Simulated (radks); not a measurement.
Sb I, configuration [Kr] 4d10 5s2 5p3. All-electron calculation, scalar-relativistic Kohn-Sham, LDA (Slater exchange, VWN5 correlation), spin-polarised, spherical densities, finite nucleus; open shells are filled with parallel spins first (spin-orbit coupling, left out, can overturn this in heavy ions); Fermi nuclear charge, rms radius 4.6802 fm; hard spherical wall at 2 bohr. Program: a radial shooting solver on a logarithmic mesh with Libxc functionals.

Local quantities along the radius. ELF = 1/(1 + alpha^2) is the electron localisation function; alpha = (tau - tau_W)/tau_unif compares the Pauli kinetic energy density with that of the uniform gas (summed over spins); r v_xc is r times the local exchange-correlation potential of spin up (hartree bohr); -r V(r) is the screened charge that the Kohn-Sham potential of spin up presents (atomic units). tau is taken from the large components.

r (bohr),ELF,alpha,r v_xc,-r V(r)
0.0023,0.999,0.02515,-0.1070,50.40
0.002924,0.999,0.02703,-0.1317,50.23
0.003717,0.999,0.02997,-0.1611,50.02
0.004725,0.999,0.03448,-0.1956,49.75
0.006055,0.998,0.04177,-0.2369,49.40
0.007698,0.997,0.05316,-0.2816,48.98
0.009786,0.995,0.07229,-0.3300,48.45
0.01244,0.989,0.1065,-0.3796,47.79
0.01594,0.970,0.1754,-0.4288,46.95
0.02027,0.910,0.3138,-0.4703,45.97
0.02576,0.735,0.6000,-0.5036,44.78
0.03275,0.458,1.089,-0.5331,43.37
0.04163,0.319,1.463,-0.5745,41.71
0.05335,0.413,1.193,-0.6495,39.70
0.06782,0.638,0.7529,-0.7471,37.45
0.08622,0.754,0.5708,-0.8358,34.91
0.1096,0.674,0.6950,-0.8831,32.07
0.1405,0.394,1.241,-0.8978,28.86
0.1786,0.341,1.391,-0.9577,25.55
0.227,0.610,0.8001,-1.090,22.09
0.2886,0.766,0.5534,-1.180,18.63
0.3668,0.624,0.7763,-1.133,15.30
0.4701,0.216,1.905,-1.034,12.03
0.5976,0.419,1.178,-1.122,9.076
0.7597,0.705,0.6471,-1.244,6.301
0.9657,0.525,0.9516,-1.244,3.906
1.238,0.540,0.9238,-1.303,2.224
1.573,0.808,0.4882,-1.268,1.373

On this mesh the ELF has minima near r = 0.042, 0.16, 0.47, 1.1 bohr, which separate the shells, and maxima near 0.086 (0.75), 0.29 (0.77), 0.76 (0.70), 1.6 (0.81).
